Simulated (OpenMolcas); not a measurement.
## Mn IV: Racah parameters, the spin-orbit constant, worked from levels

- Program: OpenMolcas
- Basis: ANO-R1 [5s3p3d1f]
- Scalar Hamiltonian: X2C, finite nucleus
- Active space: 4 electrons in 5 orbitals (3d)
- State averaging: 2S+1 = 5 even, 5 roots; 2S+1 = 3 even, 45 roots; 2S+1 = 1 even, 50 roots
- Spin-orbit coupling: RASSI with atomic mean-field integrals over the reference wave functions, term energies averaged over their components

Methods: CASSCF; MS-CASPT2, IPEA 0.25 Eh, imaginary shift 0.1 Eh (closed shells correlated: 3s 3p). Measured levels: Corliss and Sugar, J. Phys. Chem. Ref. Data 6, 1253 (1977).

**Racah parameters.** Above ⁵D, d4 has ³G at 9B + 4C, ³H at 4B + 4C and ³D at 16B + 4C. The first two fix B and C, and the third tests them; where it misses by thousands of cm-1, two parameters do not describe the configuration (Trees and configuration-interaction terms are left out) and B and C hang on the terms chosen. Term energies are centres of gravity, weighted by 2J + 1.

```csv
Source,³G,³H,B,C,C/B,"³D from B, C",³D found
CASSCF,29602,23388,1243,4604,3.70,38304,38089
MS-CASPT2,26785,22386,880,4717,5.36,32948,32815
measured,25153,20960,839,4401,5.25,31028,30911
```

Energies in cm-1. From CASSCF to MS-CASPT2, B changes by -29.2 % and C by +2.5 %. Against the measured terms, MS-CASPT2 has B off by +4.9 % and C by +7.2 %.

**The spin-orbit constant.** For the Hund term ⁵D of d4, E(J) = (A/2) J(J+1) + constant and ζ = 2S·A = 4A. From J = 0 to J = 4 the energy changes by 10 A.

```tsv
Source	E(4) - E(0)	A	ζ
CASSCF	978.6	97.9	391
MS-CASPT2	982.1	98.2	393
measured	885.8	88.6	354
```

All in cm-1. MS-CASPT2 is off by +10.9 % and CASSCF by +10.5 %. Both methods take the spin-orbit matrix elements from the reference wave functions, so the second can move ζ only through the term energies and any multistate remixing. Second-order mixing with other terms is absorbed into this ζ.

Term energies are means over components that CASPT2 splits; among the terms shown or strongly mixed into the levels shown the widest spread is 320 cm-1 (3d⁴ ³H, MS-CASPT2). The basis is small and was not contracted for so high a charge. Without dynamic correlation excited terms often stand tens of per cent too high (terms of higher spin than the ground term too low), and those without a measured partner can miss by more than the paired ones (holds for CASSCF). Measured partners are found by configuration, term and J. A level has none where our copy of the source lacks it or the pairing is in doubt (some pairs that miss far off the trend of their configuration count as doubtful), and it then counts in no deviation. Levels of configurations outside the active space are missing.
